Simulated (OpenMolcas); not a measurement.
## Sb I: thermal populations, Slater's ratio, worked from levels

```yaml
Program: OpenMolcas 26.06
Basis: ANO-R2 [7s6p4d2f1g]
Scalar_Hamiltonian: X2C, finite nucleus
Active_space: 3 electrons in 3 orbitals (5p)
State_averaging: 2S+1 = 4 odd, 1 root; 2S+1 = 2 odd, 8 roots
Spin-orbit_coupling: state interaction with AMFI integrals over the reference wave functions, term energies averaged over their components
```

Methods: CASSCF; SS-CASPT2, IPEA 0.25 Eh, imaginary shift 0.1 Eh (closed shells correlated: 4d 5s). Measured levels: NIST Handbook of Basic Atomic Spectroscopic Data.

**Thermal populations.** Z = Σ (2J + 1) exp(-E/kT) with k = 0.695035 cm-1/K, over the levels below. No other level of either list lies under 43200 cm-1, which is above 7 kT at each temperature.

```tsv
Level	2J + 1	SS-CASPT2	measured
5s2 5p3 4S* 3/2	4	0.0	0.0
5s2 5p3 2D* 3/2	4	10170	8512
5s2 5p3 2D* 5/2	6	11230	9854
5s2 5p3 2P* 1/2	2	18540	16395
5s2 5p3 2P* 3/2	4	20040	18464
```

```json
{"T (K)": "5000", "Z, SS-CASPT2": "4.473", "Z, measured levels": "4.735", "Ground level (%), SS-CASPT2": "89.4", "Ground level (%), measured levels": "84.5"}
{"T (K)": "8000", "Z, SS-CASPT2": "5.619", "Z, measured levels": "6.134", "Ground level (%), SS-CASPT2": "71.2", "Ground level (%), measured levels": "65.2"}
```

At 8000 K, kT = 5560 cm-1, and the computed levels give Z = 4.000 + 0.642 + 0.796 + 0.071 + 0.109 = 5.619.

**Slater's ratio.** With one set of orbitals, p3 has 2D* - 4S* = 9 F2 and 2P* - 2D* = 6 F2 (F2 = F²/25), a ratio of 2/3. Term energies are centres of gravity, weighted by 2J + 1.

```tsv
Source	2D* - 4S*	2P* - 4S*	F2 from the first	Ratio
CASSCF	13067	22916	1452	0.754
SS-CASPT2	10806	19537	1201	0.808
measured	9317	17775	1035	0.908
```

Energies in cm-1. A ratio away from 2/3 shows effects beyond one configuration with one set of orbitals, and in heavier atoms second-order spin-orbit shifts.

CASPT2 breaks the degeneracy within a term, and the mean is taken; among the terms shown or strongly mixed into the levels shown the widest spread is 150 cm-1 (5s2 5p3 2D*, SS-CASPT2). With the s shell closed, the reference lacks s² → p² mixing. Some terms miss by over 15 % even with CASPT2, which points to a basis or an active space too small for the shells correlated (holds for SS-CASPT2). Measured partners are found by configuration, term and J. A level has none where our copy of the source lacks it or the pairing is in doubt (some pairs that miss far off the trend of their configuration count as doubtful), and it then counts in no deviation. Only configurations of the active space appear.

* marks odd parity.
